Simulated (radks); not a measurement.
Q: The rubidium ion Rb9+ is in [Ar] 3d10. Method: scalar-relativistic Kohn-Sham, PBE, spin-polarised, spherical densities, finite nucleus; Fermi nuclear charge, rms radius of each element as measured or else 0.836 A^(1/3) + 0.57 fm; computed with a radial shooting solver on a logarithmic mesh with Libxc functionals. Open shells are filled with parallel spins first. One electron is removed from 3p, 3d, 3s, 2p in turn, with full relaxation. Which removal costs least, and what does each cost?

A: 3d 277.01 eV; 3p 398.14 eV; 3s 471.57 eV; 2p 1989.2 eV. The 3d electron leaves first.
